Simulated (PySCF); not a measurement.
Bonds (- single, = double, # triple, : aromatic): C1=C2, C2-C3, C3-C4, C4-C5, C5-Cl6, C5-C7, C7-Si8, C4-C2, Si8-C5. C1 carries H9, H10; C3 carries H11, H12; C4 carries H13; C7 carries H14, H15; Si8 carries H16, H17. Stereochemistry as in C=C1C[C@@H]1[C@]1(Cl)C[SiH2]1. H9 is cis to C3; H11 is cis to C5 on the ring; H15, H16 are pro-R; H14, H17 are pro-S; H10 is trans to C3; H12 is trans to C5 on the ring.

- σ from GIAO-PBE0/pcSseg-1
- GFN2-xTB geometry
- code: PySCF
- one computed conformer, in vacuum, non-relativistic

Scale: TMS for ¹³C (186.93 ppm) (reference shieldings calculated alike).

Q: Do the ¹³C shifts follow the atomic charges (in e)? Tabulate both.

A: 
| atoms | hybridisation | δ (ppm) | σ para (ppm) | Hirshfeld | IAO | Mulliken | ESP-fitted |
| --- | --- | --- | --- | --- | --- | --- | --- |
| C2 | sp2 | 144.6 | -221 | +0.00 | +0.01 | -0.27 | +0.17 |
| C1 | sp2 | 111.6 | -181 | -0.10 | -0.33 | -0.11 | -0.51 |
| C5 | sp3 | 51.3 | -112 | -0.04 | -0.19 | -0.48 | -0.22 |
| C4 | sp3 | 27.6 | -85 | -0.05 | -0.14 | -0.08 | -0.05 |
| C3 | sp3 | 11.9 | -79 | -0.09 | -0.31 | -0.10 | -0.42 |
| C7 | sp3 | 9.6 | -76 | -0.17 | -0.52 | -0.35 | -0.57 |

Correlation coefficients of δ with charge over these carbons: Hirshfeld +0.58, IAO +0.59, Mulliken +0.00, ESP-fitted +0.49; with the paramagnetic shielding -1.00. Among the 4 sp3 carbons alone: Hirshfeld +0.78, IAO +0.70, Mulliken -0.53, ESP-fitted +0.65. With so few points, grouped by hybridisation, these coefficients are fragile. Charge is one influence among several: hybridisation and low-lying excitations act through the paramagnetic term.

Carbons that carry Cl, above all several Cl atoms, come out too deshielded, partly because spin–orbit coupling is missing. Shifts are as computed. Against solution values, carbons near 30 ppm lie about +3 ppm off and those near 130 ppm about +5 ppm; carbons on Cl a further +6 ppm. Of 1309 compounds with measured shifts, 239 miss one by over three times the rms of a fit or turn the order of signals round; such compounds aren't used in these exercises.
